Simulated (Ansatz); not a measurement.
C3H8N, charge -1, singlet, at a GFN2-xTB geometry (a gas-phase anion, which may not be bound at this level); CCSD(T)/STO-3G (Ansatz, a quantum-chemistry and plane-wave program).

Input for Ansatz:
Ansatz 0.2 input:
```yaml
crystal:
  periodic: [false, false, false]
  atoms:
    - {symbol: N, position_ang: [0.00154641, 0.02985114, 0.37852189]}
    - {symbol: C, position_ang: [-0.00224884, 1.46958385, -0.20189574]}
    - {symbol: C, position_ang: [1.17444159, -0.65283405, -0.08441976]}
    - {symbol: C, position_ang: [-1.17384969, -0.65508514, -0.07464857]}
    - {symbol: H, position_ang: [0.88375483, 1.93722288, 0.34779325]}
    - {symbol: H, position_ang: [-0.88454234, 1.93552778, 0.35515110]}
    - {symbol: H, position_ang: [1.24642441, -0.71913899, -1.19419213]}
    - {symbol: H, position_ang: [1.20514183, -1.68270458, 0.31276513]}
    - {symbol: H, position_ang: [2.05914801, -0.11968068, 0.26925121]}
    - {symbol: H, position_ang: [-1.25493808, -0.72153682, -1.18378401]}
    - {symbol: H, position_ang: [-2.05660281, -0.12362607, 0.28637677]}
    - {symbol: H, position_ang: [-1.19926907, -1.68500947, 0.32276984]}
basis:
  gaussian:
    orbitals: STO-3G
total_charge: -1
magnetization: {spin_polarized: false}
correlation: {method: ccsd_t, electrons: outside_noble_gas}
accuracy: high
```

Q: What does Ansatz print? Leave out banner, timings and long lists.

A: 
```
Functional definition: HF
581 factors; integrals over basis functions are off by at most 1.1e-8 eV
mean field evaluation 1: about -4632.4189 eV, gradient 2.3e1 eV
mean field evaluation 2: about -4632.7444 eV, gradient 2.3e1 eV
mean field evaluation 4: about -4634.7666 eV, gradient 1.7e0 eV
mean field evaluation 8: about -4634.7835 eV, gradient 9.2e-6 eV
mean field evaluation 16: about -4634.4510 eV, gradient 1.7e0 eV
mean field -4634.78346989 eV, -170.3251509493 hartree, gradient 1.1e-8 eV, S^2 0.000000; 0 other end points of the search recorded, 0 dependent functions left out
4 core orbitals not correlated
reference -4634.78346989 eV, -170.3251509493 hartree; 13, 13 occupied and 11, 11 virtual orbitals, 581 factors
second order -5.21101093 eV of doubles, -0.00000000 eV of singles
cycle   1  -6.37313434 eV  change    -1.2e0 eV  update   7.8e-2
cycle   2  -6.90567815 eV  change   -5.3e-1 eV  update   2.8e-2
cycle   3  -6.94196879 eV  change   -3.6e-2 eV  update   5.8e-3
cycle   4  -6.94682840 eV  change   -4.9e-3 eV  update   2.1e-3
cycle   5  -6.94669287 eV  change    1.4e-4 eV  update   5.2e-4
cycle   6  -6.94655292 eV  change    1.4e-4 eV  update   1.6e-4
cycle   7  -6.94646411 eV  change    8.9e-5 eV  update   6.6e-5
cycle   8  -6.94645685 eV  change    7.3e-6 eV  update   2.0e-5
cycle   9  -6.94646134 eV  change   -4.5e-6 eV  update   5.7e-6
cycle  10  -6.94645988 eV  change    1.5e-6 eV  update   1.8e-6
cycle  11  -6.94645984 eV  change    3.3e-8 eV  update   6.5e-7
cycle  12  -6.94645995 eV  change   -1.1e-7 eV  update   2.3e-7
cycle  13  -6.94646019 eV  change   -2.4e-7 eV  update   6.2e-8
cycle  14  -6.94646022 eV  change   -3.1e-8 eV  update   2.9e-8
cycle  15  -6.94646023 eV  change   -1.4e-8 eV  update   1.8e-8
cycle  16  -6.94645947 eV  change    7.6e-7 eV  update   1.1e-7
cycle  17  -6.94645926 eV  change    2.1e-7 eV  update   3.1e-8
cycle  18  -6.94645921 eV  change    4.8e-8 eV  update   8.9e-9
cycle  19  -6.94645920 eV  change    9.7e-9 eV  update   2.9e-9
cycle  20  -6.94645920 eV  change    1.7e-9 eV  update  8.5e-10
perturbative correction -0.06011596 eV, -0.0022092210 hartree
Total energy: -4641.79004505 eV, -170.5826378373 hartree
```
